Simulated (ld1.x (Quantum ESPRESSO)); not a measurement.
# Ag (Z = 47), TM: configuration errors across variants

- Element: Ag (Z = 47)
- Generator: ld1.x (Quantum ESPRESSO) 7.5
- Type: norm-conserving Troullier–Martins (Kleinman–Bylander form)
- Functional: LDA (PZ)
- Relativity: scalar-relativistic
- Frozen core: [Kr]
- Valence charge: 11
- Reference configuration: 4d10 5s1 5p0
- Partial waves: 5s (bound): rc 2.00 bohr; 5p (bound, empty): rc 2.55 bohr; 4d (bound): rc 1.30 bohr
- Local potential: all-electron potential smoothed inside 1.60 bohr (lloc = -2)
- Core correction: Bessel-smoothed model core inside 0.60 bohr

All-electron excitation energies from the reference (eV): (1) 4d10 5s0 5p0 8.102; (2) 4d9 5s0 5p0 30.485; (3) 4d8 5s0 5p0 66.919; (4) 4d9 5s2 5p0 3.961; (5) 4d10 5s0 5p1 4.021; (6) 4d9 5s1 5p1 8.572; (7) 4d7 5s0 5p0 118.846; (8) 4d10 5s1 5p0 spin -0.149; (9) 4d9 5s0 5p0 spin 30.325.

Spin tests fill each open shell by Hund’s rule, majority spin first.

A true bound ghost makes a file unfit for plane-wave use even where its test errors are small: the radial tests pick states by their node count and pass the ghost by.

Errors AE − PS in meV (a dash: test not solved or not reliable):

```csv
change,(1),(2),(3),(4),(5),(6),(7),(8),(9),bound ghosts
base,-12,-45,-296,+108,-2.6,+132,-939,+0.4,-41,s
core correction none,-4.4,+2.8,-113,+143,0.0,–,-457,+3.8,+114,s
core correction Bessel-smoothed model core inside 0.54 bohr,-12,-45,-296,+108,-2.6,+132,-939,+0.4,-41,s
core correction Bessel-smoothed model core inside 0.62 bohr,-12,-45,-296,+108,-2.6,+132,-939,+0.4,-41,s
core correction Bessel-smoothed model core inside 0.80 bohr,-12,-45,-296,+109,-2.6,+133,-939,+0.4,-39,s
core correction Bessel-smoothed model core inside 0.88 bohr,-12,-45,-296,+109,-2.6,+134,-938,+0.4,-39,s
core correction Bessel-smoothed model core inside 1.14 bohr,-12,-45,-296,+109,-2.6,+133,-940,+0.4,-41,s
core correction Bessel-smoothed model core inside 1.32 bohr,-12,-45,-296,+109,-2.6,+134,-940,+0.4,-40,s
core correction Bessel-smoothed model core inside 1.42 bohr,-12,-45,-295,+109,-2.6,+134,-937,+0.4,-37,s
core correction Bessel-smoothed model core inside 1.52 bohr,-12,-45,-294,+110,-2.6,+134,-932,+0.4,-33,s
```

Task: Give the same row for: core correction Bessel-smoothed model core inside 1.06 bohr.

Result: -12, -45, -296, +109, -2.6, +133, -939, +0.3, -40; bound ghosts: s.
